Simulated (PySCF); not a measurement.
Part of a log for `O[SiH-]C(F)(F)F`: ground state, then the species with a core hole.

Theory: delta-SCF UKS SCAN, pcX-2 on the ionised atom, pcseg-1 elsewhere, spin-free X2C (PySCF). Atoms in this output count from 0. The cycles run on a coarse integration grid; for E(ground) and E(ion) the exchange–correlation energy is redone on a finer one, so they differ from the last cycle, and only they enter the binding energy.

Coordinates (Å, PBE0-D3(BJ)/def2-SVP):
```
O      1.841365    -0.229498     0.531105
Si     0.646593     1.047505     0.597810
C     -0.884834    -0.134497     0.099040
F     -1.945600     0.519067    -0.444812
F     -1.416891    -0.846196     1.133693
F     -0.566893    -1.105284    -0.824701
H      1.655764    -0.790643    -0.229869
H      0.679476     1.549700    -0.886941
```

```
ground state, core basis on atom 2 (C), 129 functions
  cycle   1  E = -704.31111961  |g| = 6.65e-02
  cycle   2  E = -704.31081566  |g| = 5.50e-02
  cycle   3  E = -704.31119702  |g| = 3.37e-02
  cycle   4  E = -704.31139695  |g| = 5.21e-03
  cycle   5  E = -704.31140363  |g| = 1.89e-03
  cycle   6  E = -704.31140502  |g| = 3.57e-04
  E(ground) = -704.33609385 Eh
hole in C 1s of atom 2
  cycle   1  E = -693.04325868  |g| = 1.49e+00
  cycle   2  E = -682.08828336  |g| = 4.35e+00
  cycle   3  E = -693.01573408  |g| = 1.21e+00
  cycle   4  E = -693.46202271  |g| = 6.15e-01
  ...
  cycle  11  E = -693.59293741  |g| = 1.01e-03
  cycle  12  E = -693.59293827  |g| = 6.43e-04
  cycle  13  E = -693.59293869  |g| = 2.91e-04
  E(ion) = -693.62068248 Eh   <S^2> = 0.7855   hole on atom = 1.000
```

Task: What is the C 1s binding energy of atom 2?

Result: (-693.620682 − (-704.336094)) Eh × 27.2114 eV/Eh = 291.58 eV, for the CF3 carbon.

```
ground state, core basis on atom 3 (F), 129 functions
  cycle   1  E = -704.34588276  |g| = 1.17e-01
  cycle   2  E = -704.34560341  |g| = 5.68e-02
  cycle   3  E = -704.34546035  |g| = 6.55e-02
  cycle   4  E = -704.34603596  |g| = 3.76e-03
  cycle   5  E = -704.34603876  |g| = 1.01e-03
  cycle   6  E = -704.34603859  |g| = 2.35e-04
  E(ground) = -704.37311449 Eh
hole in F 1s of atom 3
  cycle   1  E = -678.13989413  |g| = 2.58e+00
  cycle   2  E = -676.77059002  |g| = 2.53e+00
  cycle   3  E = -678.45219810  |g| = 1.01e+00
  cycle   4  E = -678.96870562  |g| = 4.02e-01
  ...
  cycle   9  E = -679.03241599  |g| = 1.83e-03
  cycle  10  E = -679.03241695  |g| = 6.19e-04
  cycle  11  E = -679.03241695  |g| = 3.27e-04
  E(ion) = -679.06665874 Eh   <S^2> = 0.7586   hole on atom = 1.000
```

Task: What is the F 1s binding energy of atom 3?

Result: (-679.066659 − (-704.373114)) Eh × 27.2114 eV/Eh = 688.62 eV, for the fluorine of a CF3 group.

```
ground state, core basis on atom 1 (Si), 140 functions
  cycle   1  E = -704.39834597  |g| = 2.91e-01
  cycle   2  E = -704.39819627  |g| = 6.28e-02
  cycle   3  E = -704.39740186  |g| = 8.49e-02
  cycle   4  E = -704.39868600  |g| = 1.65e-02
  cycle   5  E = -704.39873462  |g| = 1.74e-03
  cycle   6  E = -704.39873582  |g| = 4.88e-04
  E(ground) = -704.38233231 Eh
hole in Si 1s of atom 1
  cycle   1  E = -635.68543925  |g| = 4.35e+00
  cycle   2  E = -635.79075248  |g| = 2.15e+00
  cycle   3  E = -636.33299878  |g| = 9.03e-01
  cycle   4  E = -636.67338336  |g| = 4.36e-01
  ...
  cycle   9  E = -636.74484685  |g| = 2.40e-03
  cycle  10  E = -636.74484800  |g| = 6.37e-04
  cycle  11  E = -636.74484888  |g| = 1.53e-04
  E(ion) = -636.73782146 Eh   <S^2> = 0.7523   hole on atom = 1.000
```

Task: What is the Si 1s binding energy of atom 1?

Result: (-636.737821 − (-704.382332)) Eh × 27.2114 eV/Eh = 1840.70 eV, for the silicon bonded to C, O and H.

```
ground state, core basis on atom 0 (O), 129 functions
  cycle   1  E = -704.11255475  |g| = 1.12e+00
  cycle   2  E = -703.25498305  |g| = 2.36e+00
  cycle   3  E = -704.31695465  |g| = 2.77e-01
  cycle   4  E = -704.33029077  |g| = 1.43e-01
  cycle   5  E = -704.33321296  |g| = 3.66e-02
  cycle   6  E = -704.33350683  |g| = 8.12e-03
  cycle   7  E = -704.33351617  |g| = 4.71e-03
  cycle   8  E = -704.33352090  |g| = 1.24e-03
  cycle   9  E = -704.33352114  |g| = 3.27e-04
  E(ground) = -704.35601196 Eh
hole in O 1s of atom 0
  cycle   1  E = -683.93151673  |g| = 2.22e+00
  cycle   2  E = -683.04255020  |g| = 2.32e+00
  cycle   3  E = -684.64037677  |g| = 5.36e-01
  cycle   4  E = -684.73569931  |g| = 1.99e-01
  ...
  cycle   9  E = -684.75206320  |g| = 1.82e-03
  cycle  10  E = -684.75206607  |g| = 1.17e-03
  cycle  11  E = -684.75206799  |g| = 4.51e-04
  E(ion) = -684.77595989 Eh   <S^2> = 0.7635   hole on atom = 1.000
```

Task: What is the O 1s binding energy of atom 0?

Result: (-684.775960 − (-704.356012)) Eh × 27.2114 eV/Eh = 532.80 eV, for the silanol oxygen.

The ground state is recomputed for each atom, because the flexible core basis sits on the ionised atom alone; energies of different blocks can't be mixed. The species carries charge -1, so core ionisation leaves a neutral species. The basis sets have no added diffuse functions. The structure is a single PBE0-D3(BJ)/def2-SVP conformer in the gas phase; no vibrational or solvent corrections.

Time: 19 s wall. Hardware: one thread of an Arm Neoverse V2, shared host.

Shape of the structure used: `[OH:1][SiH-:2][C:3]([F:4])([F:5])[F:6]`: O1–Si2–C3–F4 -157°, H–O1–Si2–C3 41°.
Labels such as C1 count atoms from 1, the log's own numbers from 0.
